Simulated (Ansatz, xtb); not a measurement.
## A geometry optimisation of C2H8AlClGe with r2SCAN-D4/def2-SVP

The starting geometry of this gas-phase singlet was built from a drawn formula by distance geometry and a force field; its bonds are those of `Cl[CH2][AlH][CH2][GeH3]`.

```yaml
atoms:
  - { symbol: C, position_ang: [-2.2885, 1.0400, 0.5657] }
  - { symbol: C, position_ang: [0.0992, -1.1400, -0.6809] }
  - { symbol: Al, position_ang: [-0.9457, -0.4591, 0.8527] }
  - { symbol: Cl, position_ang: [-3.5181, 0.4884, -0.5987] }
  - { symbol: Ge, position_ang: [1.0899, 0.3038, -1.5024] }
  - { symbol: H, position_ang: [-1.7939, 1.9035, 0.1771] }
  - { symbol: H, position_ang: [-2.8143, 1.2622, 1.5661] }
  - { symbol: H, position_ang: [-0.7319, -1.0487, 2.3009] }
  - { symbol: H, position_ang: [-0.5996, -1.5329, -1.4432] }
  - { symbol: H, position_ang: [0.7865, -1.9470, -0.3399] }
  - { symbol: H, position_ang: [0.0980, 1.3839, -1.9671] }
  - { symbol: H, position_ang: [1.9095, -0.2320, -2.6887] }
  - { symbol: H, position_ang: [2.0165, 0.9131, -0.4008] }
```

Task: Where would you expect an optimisation with r2SCAN-D4/def2-SVP to take it?

Result: A new bond forms, giving a structure with Cl4 bridging C1 and Al3, given below by its coordinates. Contacts that close: Al3–Cl4 (3.10 → 2.49 Å).

The energy falls by 0.37 eV over 25 steps:

```
step  E − E(last) (eV)
   1             0.368
   4             0.141
   6             0.048
   9             0.009
  12             0.003
  14             0.002
  17             0.002
  20             0.001
  22             0.000
  25             0.000
```

Final geometry (Å):

```xyz
13

C    -2.2823    1.0950    0.5828
C    -0.0561   -0.9932   -0.8075
Al   -1.0109   -0.3977    0.7876
Cl   -3.4688   -0.3703    0.3817
Ge    1.2816    0.2966   -1.4192
H    -2.3794    1.6678   -0.3499
H    -2.6812    1.6668    1.4314
H    -0.7381   -0.9403    2.2517
H    -0.7624   -1.1411   -1.6446
H     0.4536   -1.9575   -0.6361
H     0.5871    1.5926   -1.8802
H     2.1232   -0.2482   -2.5883
H     2.2411    0.6646   -0.2688
```

From the same start GFN2-xTB reaches the same bonding as this run.

The end wasn't checked by frequencies. Run with Ansatz 0.2.0, 110 s on 2 threads of Intel(R) Xeon(R) Platinum 8259CL CPU @ 2.50GHz (Skylake/Cascade Lake), on a shared host.
